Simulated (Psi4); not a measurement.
Complex: SiH4 (SMILES [SiH4]) (first 5 atoms) with CHN (SMILES C#N); geometry from B3LYP-D3(BJ)/def2-TZVP, rigid monomers moved along the line of their centres of mass till H3···H8 is 4.23 Å.
(charge 0, multiplicity 1):
```tsv
atom	x (Å)	y (Å)	z (Å)
Si	0.1473	0.1396	0.0251
H	-0.5206	1.4201	0.3430
H	-0.5988	-0.9645	0.6792
H	1.5325	0.1501	0.5431
H	0.1504	-0.0862	-1.4361
C	-0.6492	-0.5738	5.7658
N	-0.3478	0.0256	6.6952
H	-0.9261	-1.1252	4.8948
```

The numbers are results of SAPT0/jun-cc-pV(D+d)Z in Psi4, not measurements.

Task: Give the four SAPT terms and the total, and say what mostly holds the pair together.

Result: electrostatics -0.01, exchange 0.00, induction -0.02, dispersion -0.06, total -0.09 kcal/mol; the largest attraction is dispersion.
